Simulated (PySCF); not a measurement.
HCl, charge +1, doublet, geometry from GFN2-xTB (a state made from the parent by changing its charge; the spin is typed, not shown lowest). Base run: HF/cc-pVTZ run with PySCF.

The PySCF input:
```python
from pyscf import gto, scf

mol = gto.Mole()
mol.atom = '''
    Cl   -0.000000   -0.000000   -0.073934
    H     0.000000    0.000000    1.256873
'''
mol.basis = 'cc-pvtz'
mol.charge = 1
mol.spin = 1
mol.verbose = 4
mol.build()

mf = scf.UHF(mol)
mf.kernel()
```

Variants of this job, named by their change:

| change | E (Eh) | HOMO (eV) | <S^2> | core-seconds (rough) | outcome |
|---|---|---|---|---|---|
| base | -459.68336 | -22.95 | 0.761 | 0.3 | converged |
| functional = wb97x_v | -460.28793 | -21.91 | 0.753 | 10 | converged |
| functional = b3lyp; dispersion = d3bj | -460.37571 | -19.04 | 0.754 | 2 | converged |
| functional = pw6b95 | -460.71154 | -19.42 | 0.753 | 2 | converged |
| functional = scan | -460.38893 | -18.12 | 0.756 | 2 | converged |
| functional = lda,vwn | - | - | - | - | not converged |
| functional = wb97m_v | -460.33105 | -21.67 | 0.752 | 20 | converged |
| functional = o3lyp | -460.36077 | -18.48 | 0.754 | 1 | converged |
| functional = r2scan | -460.32610 | -18.11 | 0.756 | 3 | converged |
| functional = m06l | -460.35193 | -17.82 | 0.755 | 2 | converged |
| functional = b97-1 | -460.31289 | -19.00 | 0.753 | 0.9 | converged |
| functional = mn15 | -460.24849 | -20.25 | 0.753 | 2 | converged |
| functional = pw91,pw91 | -460.34400 | -17.83 | 0.753 | 1.0 | converged |

Total energies compare only within one method and basis.

Open shells are given as the SCF converged; they aren't shown to be the lowest states, and a large step between rows can be another state.
